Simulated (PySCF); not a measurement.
# Radial density of Ca (calcium, neutral)

UHF, [Ar] 4s1 4p1, high-spin 3P determinant (an excited configuration). Computed with PySCF 2.14 in aug-cc-pVTZ-X2C (7s6p4d2f, 59 functions), with scalar relativity by spin-free X2C-1e.

```
r (bohr)  4πr²ρ (e/bohr)  4πr²(ρα − ρβ)
 0.00107         0.09449         0.0000
 0.00180          0.2478         0.0001
 0.00303          0.6392         0.0002
 0.00509           1.600         0.0005
 0.00857           3.802         0.0011
  0.0144           8.267         0.0024
  0.0242           15.45         0.0044
  0.0408           22.43         0.0055
  0.0686           22.25         0.0036
   0.115           17.09         0.0044
   0.194           22.05         0.0195
   0.326           21.71         0.0115
   0.549           7.263         0.0159
   0.923           7.600         0.0725
    1.55           4.204         0.0041
    2.61          0.6552         0.3270
    4.39          0.4810         0.4793
    7.39          0.1045         0.1045
    12.4        0.002054         0.0021
```

Densities and radii are taken from the X2C orbitals without a picture-change correction, which distorts them close to the nucleus.
